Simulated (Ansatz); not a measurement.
Harmonic frequencies (cm⁻¹) at PBE0-D4/def2-TZVP from Ansatz: 59, 86, 155, 164, 349, 354, 460, 508, 524, 555, 593, 617, 688, 805, 834, 1070, 1845, 1851, 2008, 3587, 3913.

Each molecule was computed in one conformer, which needn't be the lowest.

(1) Which molecule is it?
A. `[OH][GaH][NH][InH2]`
B. `NB1NCO1`
C. `O[SiH2][Ga]1[CH2][S]1`
D. `CNC=N`

Answers

(1) A.
